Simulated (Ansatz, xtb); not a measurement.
Molecule: CuI, net charge -1, doublet state. The spin state was set by rule; other spins were not relaxed. 
Geometry from a B3LYP-D3(BJ)/def2-TZVP (Ansatz, a program for electronic structure) optimisation:
```xyz
2

Cu     0.0000     0.0000    -1.6897
I      0.0000     0.0000     0.9245
```
Charge -1, spin multiplicity 2.

Harmonic wavenumbers from GFN2-xTB (xtb, at its own minimum), cm⁻¹: 201.

Task: Give the harmonic wavenumbers at B3LYP-D3(BJ)/def2-TZVP (Ansatz, finite differences of forces, unscaled).

Result: 150 cm⁻¹. Zero-point energy 0.2 kcal/mol.

Task: From these and the geometry, give the ideal-gas thermochemistry at 298.15 K and 1 atm (rigid rotor, harmonic oscillator).

Result: Point group C∞v, rotational symmetry number 1. Rotational constants 1.746, 1.746 GHz. S(trans) 41.64, S(rot) 18.24, S(vib) 2.67, S(elec, spin only) 1.38, S 63.9 cal/(mol K). H(298) - H(0) 2.48 kcal/mol; G - E(el) -16.4 kcal/mol.
